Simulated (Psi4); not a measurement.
Psi4 input (wB97X-D/6-31G*):

```
memory 1500 MB

molecule {
0 1
C     1.50180400   -0.86289100   -0.66786400
Si    0.00381600    0.00209500    0.02864400
C    -1.55157000   -0.98751200   -0.25197000
C    -0.15763300    1.73651400   -0.63695200
F     0.21711800    0.11922600    1.62974400
H     1.41673100   -0.97256500   -1.75192100
H     2.41414300   -0.30025700   -0.45920600
H     1.61571900   -1.86053500   -0.23869400
H    -2.41705000   -0.49743900    0.19884300
H    -1.46655100   -1.98633600    0.18113700
H    -1.75055700   -1.10183600   -1.32051000
H    -1.00992100    2.25236600   -0.18978300
H    -0.30461500    1.72381700   -1.71985600
H     0.73900300    2.32374800   -0.42800100
symmetry c1
no_reorient
no_com
}

set {
  basis 6-31G*
  reference rks
  scf_type pk
  dft_radial_points 99
  dft_spherical_points 590
  e_convergence 1e-8
  d_convergence 1e-7
  maxiter 150
}

e = energy('wb97x-d')
print_out(f'\nFINAL {e:.10f} DIPOLE {variable("CURRENT DIPOLE")[0]:.6f} {variable("CURRENT DIPOLE")[1]:.6f} {variable("CURRENT DIPOLE")[2]:.6f}\n')
```

From the output:

```
      25A     -0.377897

    Virtual:

      26A      0.148332    27A      0.153633    28A      0.186518
      29A      0.186519    30A      0.219047    31A      0.219048
      32A      0.223262    33A      0.254080    34A      0.254081
      35A      0.283139    36A      0.292980    37A      0.297599
      38A      0.297599    39A      0.414295    40A      0.443250
      41A      0.443251    42A      0.477706    43A      0.557047
      44A      0.557048    45A      0.659817    46A      0.659817
      47A      0.732116    48A      0.791263    49A      0.809747
      50A      0.809748    51A      0.836946    52A      0.860360
      53A      0.860362    54A      0.943912    55A      0.954586
      56A      0.954587    57A      1.006684    58A      1.014356
      59A      1.014356    60A      1.034212    61A      1.034213
      62A      1.036051    63A      1.080373    64A      1.112350
      65A      1.112350    66A      1.329845    67A      1.329845
      68A      1.333999    69A      1.439572    70A      1.490834
      71A      1.490835    72A      1.739226    73A      1.774803
      74A      1.774805    75A      1.805475    76A      1.873940
      77A      1.873940    78A      1.924974    79A      1.980301
      80A      1.980303    81A      2.145474    82A      2.145474
      83A      2.193799    84A      2.333878    85A      2.333878
      86A      2.359898    87A      2.371322    88A      2.375138
      89A      2.375139    90A      2.396384    91A      2.396385
      92A      2.976195    93A      3.149353    94A      4.242378
      95A      4.315321    96A      4.315321    97A      4.510456

    Final Occupation by Irrep:
              A
    DOCC [    25 ]
    NA   [    25 ]
    NB   [    25 ]

  @RKS Final Energy:  -509.09222368829495

   => Energetics <=

    Nuclear Repulsion Energy =            250.5958803182866177
    One-Electron Energy =               -1199.0421674967194576
    Two-Electron Energy =                 475.2540344521116253
    DFT Exchange-Correlation Energy =     -35.8941878168567925
    Empirical Dispersion Energy =          -0.0057831451169302
    VV10 Nonlocal Energy =                  0.0000000000000000
    Total Energy =                       -509.0922236882949505

Computation Completed

Properties will be evaluated at   0.000000,   0.000000,   0.000000 [a0]

Properties computed using the SCF density matrix

 Multipole Moments:

 ------------------------------------------------------------------------------------
     Multipole            Electronic (a.u.)      Nuclear  (a.u.)        Total (a.u.)
 ------------------------------------------------------------------------------------

 L = 1.  Multiply by 2.5417464519 to convert [e a0] to [Debye]
 Dipole X            :         -0.0955584           -0.0000113           -0.0955697
 Dipole Y            :         -0.0524697           -0.0000132           -0.0524830
 Dipole Z            :         -0.7173442            0.0000094           -0.7173347
 Magnitude           :                                                    0.7255737

 ------------------------------------------------------------------------------------

FINAL -509.0922236883 DIPOLE -0.095570 -0.052483 -0.717335

*** Psi4 exiting successfully. Buy a developer a beer!
```

The geometry given is a B3LYP-D3(BJ)/def2-TZVP minimum.
